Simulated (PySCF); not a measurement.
C₂H₉ClSi₂, SMILES C(C[SiH2]Cl)[SiH3], B3LYP/def2-SVP optimised geometry.

```
14

Si    -1.39    -1.79     4.40
C     -0.67    -0.93     2.87
C     -1.11    -1.55     1.53
Si    -0.43    -0.68     0.00
Cl    -1.06     1.32     0.00
H     -0.97    -3.22     4.44
H     -2.88    -1.74     4.37
H     -0.91    -1.12     5.65
H     -0.96     0.13     2.91
H      0.43    -0.94     2.96
H     -2.21    -1.56     1.44
H     -0.79    -2.61     1.46
H     -0.93    -1.32    -1.25
H      1.06    -0.68     0.00
```

Density from PySCF 2.14.0 with B3LYP/def2-TZVP at that geometry.

Minimum of the electron density along straight lines between bonded atoms, close to the bond critical point (lines longer than 1.1 times the sum of covalent radii, or with two minima, are not listed):

```
bond     length / Å  ρ at the minimum / e bohr⁻³  ∇²ρ there / e bohr⁻⁵  position (fraction from the first atom)
-------  ----------  ---------------------------  --------------------  ---------------------------------------
Si1–C2        1.898                        0.119                  0.14                                     0.39
C2–C3         1.543                        0.232                 -0.53                                     0.50
C3–Si4        1.885                        0.124                  0.14                                     0.61
Si4–Cl5       2.091                        0.093                  0.19                                     0.36
Si1–H6        1.495                        0.119                  0.14                                     0.49
Si1–H7        1.494                        0.119                  0.14                                     0.49
Si1–H8        1.493                        0.120                  0.14                                     0.49
C2–H9         1.104                        0.270                 -0.89                                     0.64
C2–H10        1.105                        0.268                 -0.88                                     0.64
C3–H11        1.105                        0.269                 -0.88                                     0.64
C3–H12        1.107                        0.267                 -0.87                                     0.64
Si4–H13       1.489                        0.123                  0.13                                     0.49
Si4–H14       1.490                        0.123                  0.13                                     0.49
```
